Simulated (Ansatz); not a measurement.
Basis-set extrapolation for H5NO3Si, SMILES `N[Si](O)(O)O` (PBE0-D4/def2-TZVP geometry, frozen core, the Gaussian-basis code of Ansatz). Multiplicity 1, RHF reference.

```tsv
	def2-TZVPP	def2-QZVPP
HF	-571.242705	-571.266549
MP2 correlation	-1.051326	-1.136840
CCSD(T) correlation	-1.106095	not run
```

Energies in hartree. Use E(X) = E(∞) + A·exp(−7.88·√X) for Hartree–Fock and E(X) = E(∞) + B·X^(−2.97) for correlation, with X = 3 and 4, and add CCSD(T) minus MP2 of the smaller set to the MP2 limit.

Problem. What is the CCSD(T) energy at the basis-set limit?

Solution. HF limit: -571.266549 + (-0.023844) × 0.13774 = -571.26983. MP2 limit: -1.136840 + (-0.085514) × 0.74074 = -1.20018. Higher-order term: -1.106095 − (-1.051326) = -0.05477. Total: -572.52478 hartree, 110.4 kcal/mol below CCSD(T)/def2-TZVPP.
